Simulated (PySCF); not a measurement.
C2H5S, charge -1, singlet, at a GFN2-xTB geometry; CCSD/3-21G run with PySCF.

PySCF was given this input:
```python
from pyscf import gto, scf, cc

mol = gto.M(
    atom='''
C     1.524343    0.560931    0.314908
C     0.044534    0.876769    0.100162
S    -0.855375   -0.671745   -0.236502
H    -1.442752   -0.785433    0.974973
H    -0.042398    1.421991   -0.870869
H     2.053462    1.500953    0.524441
H     1.646050   -0.089133    1.189398
H     2.058378    0.073345   -0.524334
''',
    basis='3-21g',
    charge=-1,
    spin=0,
    verbose=4,
)

mf = scf.RHF(mol)
mf.kernel()

mycc = cc.CCSD(mf)
mycc.kernel()
print('E(CCSD) = %.10f' % mycc.e_tot)
```

The log (banner, timings and long lists left out):

```
PySCF version 2.14.0

[INPUT] verbose = 4
[INPUT] num. atoms = 8
[INPUT] num. electrons = 34
[INPUT] charge = -1
[INPUT] spin (= nelec alpha-beta = 2S) = 0
[INPUT] symmetry False subgroup None
[INPUT] Mole.unit = angstrom
[INPUT] Symbol           X                Y                Z      unit          X                Y                Z       unit  Magmom
[INPUT]  1 C      1.524343000000   0.560931000000   0.314908000000 AA    2.880590789898   1.060005964778   0.595089874435 Bohr   0.0
[INPUT]  2 C      0.044534000000   0.876769000000   0.100162000000 AA    0.084157063231   1.656853284509   0.189278748089 Bohr   0.0
[INPUT]  3 S     -0.855375000000  -0.671745000000  -0.236502000000 AA   -1.616424483800  -1.269414075546  -0.446924007912 Bohr   0.0
[INPUT]  4 H     -1.442752000000  -0.785433000000   0.974973000000 AA   -2.726406145668  -1.484253259196   1.842431948846 Bohr   0.0
[INPUT]  5 H     -0.042398000000   1.421991000000  -0.870869000000 AA   -0.080120608229   2.687173541596  -1.645703900374 Bohr   0.0
[INPUT]  6 H      2.053462000000   1.500953000000   0.524441000000 AA    3.880480787202   2.836390095844   0.991049858493 Bohr   0.0
[INPUT]  7 H      1.646050000000  -0.089133000000   1.189398000000 AA    3.110583687340  -0.168436958661   2.247636473105 Bohr   0.0
[INPUT]  8 H      2.058378000000   0.073345000000  -0.524334000000 AA    3.889770680830   0.138601962606  -0.990847657798 Bohr   0.0

nuclear repulsion = 98.4595666584308
number of shells = 27
number of NR pGTOs = 72
number of NR cGTOs = 41
basis = 3-21g
ecp = {}

******** <class 'pyscf.scf.hf.RHF'> ********
method = RHF
initial guess = minao
damping factor = 0
level_shift factor = 0
DIIS = <class 'pyscf.scf.diis.CDIIS'>
diis_start_cycle = 1
diis_space = 8
diis_damp = 0
SCF conv_tol = 1e-09
SCF conv_tol_grad = None
SCF max_cycles = 50
direct_scf = True
direct_scf_tol = 1e-13
Set gradient conv threshold to 3.16228e-05
Initial guess from minao.
init E= -473.523610093258
  HOMO = -0.140786482926788  LUMO = 0.120425758382738  gap/eV = 7.10795
cycle= 1 E= -473.623267543419  delta_E= -0.0997  |g|= 0.298  |ddm|= 2.64
  HOMO = 0.0187941272842638  LUMO = 0.417297129091228  gap/eV = 10.84382
cycle= 2 E= -473.655554680634  delta_E= -0.0323  |g|= 0.0967  |ddm|= 0.686
  HOMO = -0.0329005959879902  LUMO = 0.407734953789721  gap/eV = 11.99030
cycle= 3 E= -473.658757688066  delta_E= -0.0032  |g|= 0.0293  |ddm|= 0.205
  HOMO = -0.0280811871711113  LUMO = 0.411582811123146  gap/eV = 11.96387
cycle= 4 E= -473.659264202732  delta_E= -0.000507  |g|= 0.00822  |ddm|= 0.11
  HOMO = -0.0296611215782705  LUMO = 0.412154546634325  gap/eV = 12.02242
cycle= 5 E= -473.65933660608  delta_E= -7.24e-05  |g|= 0.00392  |ddm|= 0.0474
  HOMO = -0.029616127277861  LUMO = 0.41169367086867  gap/eV = 12.00865
cycle= 6 E= -473.659354907468  delta_E= -1.83e-05  |g|= 0.00114  |ddm|= 0.0285
  HOMO = -0.0297216888167418  LUMO = 0.411737401198813  gap/eV = 12.01271
cycle= 7 E= -473.659357067534  delta_E= -2.16e-06  |g|= 0.000287  |ddm|= 0.0109
  HOMO = -0.0297087984135622  LUMO = 0.411707361057908  gap/eV = 12.01155
cycle= 8 E= -473.659357176785  delta_E= -1.09e-07  |g|= 0.000101  |ddm|= 0.0018
  HOMO = -0.0297112518456433  LUMO = 0.411698062671062  gap/eV = 12.01136
cycle= 9 E= -473.659357187095  delta_E= -1.03e-08  |g|= 3.08e-05  |ddm|= 0.000491
  HOMO = -0.0297123875500223  LUMO = 0.411697181158589  gap/eV = 12.01137
cycle= 10 E= -473.659357188163  delta_E= -1.07e-09  |g|= 6.26e-06  |ddm|= 0.00017
  HOMO = -0.0297127883762767  LUMO = 0.411697185930829  gap/eV = 12.01138
cycle= 11 E= -473.659357188209  delta_E= -4.57e-11  |g|= 1.17e-06  |ddm|= 3.59e-05
  HOMO = -0.0297127054687576  LUMO = 0.41169723950881  gap/eV = 12.01138
Extra cycle  E= -473.659357188209  delta_E= 5.68e-13  |g|= 5.39e-07  |ddm|= 4.68e-06
converged SCF energy = -473.659357188209

******** <class 'pyscf.cc.ccsd.CCSD'> ********
CC2 = 0
CCSD nocc = 17, nmo = 41
max_cycle = 50
direct = 0
conv_tol = 1e-07
conv_tol_normt = 1e-05
diis_space = 6
diis_start_cycle = 0
diis_start_energy_diff = 1e+09
Init t2, MP2 energy = -473.903515055668  E_corr(MP2) -0.244157867459417
Init E_corr(CCSD) = -0.244157867459608
cycle = 1  E_corr(CCSD) = -0.266557310412528  dE = -0.022399443  norm(t1,t2) = 0.0495447
cycle = 2  E_corr(CCSD) = -0.275006469605433  dE = -0.00844915919  norm(t1,t2) = 0.0178559
cycle = 3  E_corr(CCSD) = -0.278926084044328  dE = -0.00391961444  norm(t1,t2) = 0.00846744
cycle = 4  E_corr(CCSD) = -0.279438101619656  dE = -0.000512017575  norm(t1,t2) = 0.00266049
cycle = 5  E_corr(CCSD) = -0.279288162394745  dE = 0.000149939225  norm(t1,t2) = 0.00150198
cycle = 6  E_corr(CCSD) = -0.279283137768682  dE = 5.02462606e-06  norm(t1,t2) = 0.000480686
cycle = 7  E_corr(CCSD) = -0.279292272571959  dE = -9.13480328e-06  norm(t1,t2) = 0.000163902
cycle = 8  E_corr(CCSD) = -0.279291685851959  dE = 5.8672e-07  norm(t1,t2) = 5.48377e-05
cycle = 9  E_corr(CCSD) = -0.279292001259179  dE = -3.1540722e-07  norm(t1,t2) = 2.26431e-05
cycle = 10  E_corr(CCSD) = -0.279291740159948  dE = 2.61099231e-07  norm(t1,t2) = 7.60773e-06
cycle = 11  E_corr(CCSD) = -0.27929150098573  dE = 2.39174217e-07  norm(t1,t2) = 3.36819e-06
cycle = 12  E_corr(CCSD) = -0.279291366509261  dE = 1.34476469e-07  norm(t1,t2) = 1.35333e-06
cycle = 13  E_corr(CCSD) = -0.279291301494036  dE = 6.50152253e-08  norm(t1,t2) = 7.26882e-07
CCSD converged
E(CCSD) = -473.9386484897026  E_corr = -0.2792913014940357
E(CCSD) = -473.9386484897
```
